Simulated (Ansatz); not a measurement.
Steps of a relaxation of AlBrH2SSi, SMILES `[Br][Al]1[SiH2][S]1` with RKS PBE0-D4/def2-TZVP.

```sh
$ ansatz run in.yaml --threads 2 --pin off --events-out ev --progress --plain --max-ram 4352MiB
```

```yaml
crystal:
  periodic: [false, false, false]
  atoms:
    - {symbol: Br, position_ang: [0.168612, -3.345043, 1.124034]}
    - {symbol: Al, position_ang: [-0.031818, -1.252604, 0.319625]}
    - {symbol: Si, position_ang: [0.250475, 1.024520, -0.059359]}
    - {symbol: S, position_ang: [-1.230288, -0.242305, -1.201736]}
    - {symbol: H, position_ang: [1.300705, 1.628124, -0.953327]}
    - {symbol: H, position_ang: [-0.415587, 2.123307, 0.724564]}
basis:
  gaussian: {orbitals: def2-TZVP}
hamiltonian: {xc: pbe0, dispersion: d4}
relax: {f_tol: 0.005, max_steps: 150}
```

Positions (Å) and forces (eV/Å) along the path, 5 of 5 steps:

```xyz
6
step=1 energy=-95374.3421 eV
Br    0.169   -3.345    1.124   -0.025    0.263   -0.097
Al   -0.032   -1.253    0.320   -0.158    0.058   -0.186
Si    0.250    1.025   -0.059   -0.227   -0.010   -0.237
S    -1.230   -0.242   -1.202    0.501    0.086    0.488
H     1.301    1.628   -0.953   -0.238   -0.143    0.204
H    -0.416    2.123    0.725    0.147   -0.253   -0.172
6
step=2 energy=-95374.3665 eV
Br    0.166   -3.320    1.116   -0.008    0.024   -0.012
Al   -0.031   -1.245    0.317   -0.025    0.053   -0.046
Si    0.246    1.019   -0.063   -0.098   -0.045   -0.090
S    -1.214   -0.235   -1.188    0.150    0.054    0.139
H     1.288    1.614   -0.946   -0.058   -0.029    0.053
H    -0.413    2.104    0.718    0.040   -0.057   -0.043
6
step=3 energy=-95374.3686 eV
Br    0.163   -3.318    1.113   -0.007   -0.003   -0.004
Al   -0.028   -1.243    0.318    0.022    0.000    0.020
Si    0.243    1.016   -0.066   -0.012   -0.004   -0.011
S    -1.207   -0.231   -1.181   -0.008    0.006   -0.009
H     1.282    1.613   -0.944    0.006    0.000   -0.001
H    -0.411    2.099    0.713   -0.002    0.001    0.006
6
step=4 energy=-95374.3687 eV
Br    0.159   -3.318    1.110    0.000   -0.012    0.004
Al   -0.023   -1.240    0.322    0.013   -0.004    0.013
Si    0.241    1.018   -0.069   -0.001   -0.006   -0.001
S    -1.206   -0.235   -1.179   -0.007    0.018   -0.013
H     1.282    1.613   -0.944   -0.001    0.002   -0.004
H    -0.411    2.099    0.714   -0.004    0.003    0.000
6
step=5 energy=-95374.3688 eV
Br    0.157   -3.321    1.110    0.001   -0.001    0.002
Al   -0.020   -1.240    0.323    0.000   -0.004    0.001
Si    0.241    1.018   -0.068   -0.003    0.002   -0.005
S    -1.204   -0.234   -1.178   -0.001    0.002   -0.001
H     1.281    1.614   -0.946    0.001    0.001    0.002
H    -0.412    2.099    0.713    0.001    0.000    0.002
```

Run time 22 s (2 threads of an Intel Xeon 6975P-C on a shared host); peak host memory 0.52 GiB.
